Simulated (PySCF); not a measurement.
# Spinor energies of Pt³⁺ (platinum, charge +3)

Start: [Xe] 4f14 5d6 6p1; 5d3/2 filled at m_j = +3/2; 5d5/2 filled at m_j = -3/2, -1/2, +1/2, +3/2, +5/2; 6p3/2 filled at m_j = +3/2. Calculated with PySCF 2.14 in x2c-SVPall-2c with one added diffuse shell each of s, d type (8s9p10d2f, 99 functions): generalised Hartree-Fock with the X2C-1e Hamiltonian and a Gaussian nucleus; one run each with spin-orbit coupling (SO) switched off, then screened by Boettger's factors. This is a chosen level, not necessarily the ground level.

| spinor shell | electrons | ε, spin-free (eV) | ε, screened SO (eV) | weight of nominal j (screened SO) | rms radius, screened SO (bohr) |
| --- | --- | --- | --- | --- | --- |
| 1s1/2 | 2 | -78872.6 | -78843.7 | 1.000 | 0.0194 |
| 2s1/2 | 2 | -14044.0 | -14034.8 | 1.000 | 0.0782 |
| 2p1/2 | 2 | -12188.3 | -13431.3 | 1.000 | 0.0663 |
| 3s1/2 | 2 | -3401.2 | -3398.0 | 1.000 | 0.200 |
| 3p1/2 | 2 | -2852.1 | -3127.9 | 1.000 | 0.191 |
| 3p3/2 | 4 | -2852.1 | -2740.4 | 1.000 | 0.207 |
| 3d3/2 | 4 | -2247.1 | -2294.4 | 1.000 | 0.183 |
| 3d5/2 | 6 | -2247.1 | -2212.3 | 1.000 | 0.186 |
| 4s1/2 | 2 | -802.48 | -801.30 | 1.000 | 0.441 |
| 4p1/2 | 2 | -619.22 | -685.43 | 1.000 | 0.447 |
| 4p3/2 | 4 | -619.22 | -591.92 | 1.000 | 0.480 |
| 4d3/2 | 4 | -391.67 | -401.55 | 0.999 | 0.497 |
| 4d5/2 | 6 | -391.67 | -383.68 | 0.999 | 0.507 |
| 5s1/2 | 2 | -163.91 | -163.57 | 1.000 | 1.02 |
| 4f5/2 | 6 | -136.78 | -138.21 | 0.987 | 0.563 |
| 4f7/2 | 8 | -136.78 | -134.52 | 0.990 | 0.563 |
| 5p1/2 | 2 | -112.07 | -124.63 | 0.958 | 1.15 |
| 5p3/2 | 4 | -112.07 | -106.39 | 0.979 | 1.18 |
| 5d5/2 | 5 | -53.849 | -54.454 | 0.438 | 1.52 |
| 5d3/2 | 1 | -53.849 | -50.579 | 0.592 | 1.54 |
| 6p3/2 | 1 | -24.459 | -24.321 | 1.000 | 4.16 |

(1) Where does 2p3/2 lie, and what is the 2p spin-orbit splitting (screened SO)?

```csv
quantity,spin-free,screened SO
E (hartree),-18396.05209,-18422.82548
M_J,11/2,11/2
⟨J²⟩,35.759,35.784
⟨L²⟩,12.007,13.493
⟨S²⟩,8.751,8.068
```

Each row is a mean over spinors that exchange with the open shell spreads, by up to 9.439 eV (5p3/2).

Rows whose weight is well below 1 are mixtures of j = l ± 1/2: exchange outweighs spin-orbit coupling there, and the label is only the starting occupation.

Breit and QED terms are absent; they matter most for the inner s and p1/2 levels.

Densities and radii are taken from the X2C orbitals without a picture-change correction, which distorts them close to the nucleus.

Without spin-orbit coupling the j labels of p, d and f shells carry no meaning; the spin-free column gives the mean over the occupied spinors of each nl shell.

Results:

(1) At -11696.3 eV, 1735.0 eV above 2p1/2.
